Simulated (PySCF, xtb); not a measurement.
Si(H)(Cl)(Et)(NH2) (C2H8ClNSi), SMILES CC[SiH](N)Cl.

GFN2-xTB in xtb at its own geometry gives an orbital gap of 6.42 eV and a dipole moment of 2.30 D.

Geometry: B3LYP-D3(BJ)/def2-SVP. Other conformers were not sampled.

Problem. What does r2SCAN/def2-TZVP (PySCF) give? (The exact figures need the calculation; the answer reports its results.)

Solution. gap 7.17 eV (levels -6.70 and 0.47 eV), dipole 2.04 D.
